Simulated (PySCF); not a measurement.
Job for PySCF: D3(BJ) and D4 dispersion corrections on CH3Br (SMILES CBr).

```python
from pyscf import gto
from pyscf.dispersion import dftd3, dftd4

mol = gto.M(
    atom='''
    C     0.01681935   -1.46079453    2.85770033
    Br   -0.86776384    0.27475873    3.11970748
    H     0.88117955   -1.48064499    3.51155697
    H     0.29923034   -1.51220679    1.81190581
    H    -0.70049634   -2.22837417    3.12497076
    ''',
    basis='def2-svp',
    charge=0, spin=0, verbose=0, max_memory=1800)
d3, d4 = {}, {}
for xc in ['hf', 'pbe', 'blyp', 'revpbe', 'tpss', 'r2scan', 'b3lyp', 'pbe0', 'bhlyp', 'camb3lyp', 'b2plyp']:
    d3[xc] = float(dftd3.DFTD3Dispersion(mol, xc=xc, version='d3bj', atm=False).get_dispersion()['energy'])
    print(f'D3(BJ) {xc:10s} {d3[xc]:14.8f} Eh')
for xc in ['hf', 'pbe', 'blyp', 'revpbe', 'tpss', 'r2scan', 'b3lyp', 'pbe0', 'bhlyp', 'camb3lyp', 'b2plyp']:
    d4[xc] = float(dftd4.DFTD4Dispersion(mol, xc={'camb3lyp': 'cam-b3lyp'}.get(xc, xc), atm=True).get_dispersion()['energy'])
    print(f'D4     {xc:10s} {d4[xc]:14.8f} Eh')
```

Output:

```
D3(BJ) hf            -0.02291154 Eh
D3(BJ) pbe           -0.00239582 Eh
D3(BJ) blyp          -0.00530598 Eh
D3(BJ) revpbe        -0.00639982 Eh
D3(BJ) tpss          -0.00300670 Eh
D3(BJ) r2scan        -0.00059130 Eh
D3(BJ) b3lyp         -0.00432461 Eh
D3(BJ) pbe0          -0.00202784 Eh
D3(BJ) bhlyp         -0.00343242 Eh
D3(BJ) camb3lyp      -0.00180546 Eh
D3(BJ) b2plyp        -0.00199555 Eh
D4     hf            -0.00818966 Eh
D4     pbe           -0.00201713 Eh
D4     blyp          -0.00466539 Eh
D4     revpbe        -0.00702881 Eh
D4     tpss          -0.00274214 Eh
D4     r2scan        -0.00043996 Eh
D4     b3lyp         -0.00330961 Eh
D4     pbe0          -0.00165784 Eh
D4     bhlyp         -0.00244028 Eh
D4     camb3lyp      -0.00165944 Eh
D4     b2plyp        -0.00138372 Eh
```

The run finished.

Cost: roughly 0.04 core-seconds.
